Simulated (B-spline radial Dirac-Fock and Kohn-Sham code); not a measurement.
# L3 emission of Ru⁴⁺

System: ruthenium as Ru⁴⁺ in the configuration [Kr] 4d4, inside a Watson sphere of charge -4 and radius 1.8 Å (a model of the Madelung potential; inside it an electron's potential energy is raised by 32.0 eV).

Input file task.json (cfg lists n, l and occupation; rrms is the nuclear radius in fm):

```json
{"items": [{
  "Z": 44,
  "q": 4,
  "cfg": [[1, 0, 2], [2, 0, 2], [2, 1, 6], [3, 0, 2], [3, 1, 6], [3, 2, 10], [4, 0, 2], [4, 1, 6], [4, 2, 4]],
  "A": 102,
  "rrms": 4.4809,
  "watson": [-4, 1.8],
  "do": ["binding", "quiet", "decay"],
  "holes": ["K", "L1", "L2", "L3", "M1", "M2", "M3", "M4", "M5", "N1", "N2", "N3"]
}]}
```

Command: `python xray_run.py task.json out`

Method: a relativistic independent-particle model: LDA orbitals of the hole state, radiative multipoles to third order, Auger rates from the Coulomb interaction with a continuum orbital, Dirac-Fock energies. Computed with an atomic code on a B-spline grid.

```tsv
line	multipole	energy (eV)	rate (s⁻¹)	share (%)
Lℓ (L3-M1)	E1	2251.7	4.04e+12	3.20
Lα2 (L3-M4)	E1	2556.5	1.17e+13	9.31
Lα1 (L3-M5)	E1	2560.6	1.04e+14	82.6
Lβ6 (L3-N1)	E1	2763.2	7.95e+11	0.630
Lβ15 (L3-N4)	E1	2847.4	5.32e+11	0.421
Lβ2 (L3-N5)	E1	2847.9	4.75e+12	3.77
```

The listed lines hold 100.0 % of the radiative rate. The radiative width is 0.0830 eV in the length form and 0.0845 eV in the velocity form; the two differ because the transition energies are not eigenvalue differences of the potential that gave the orbitals.
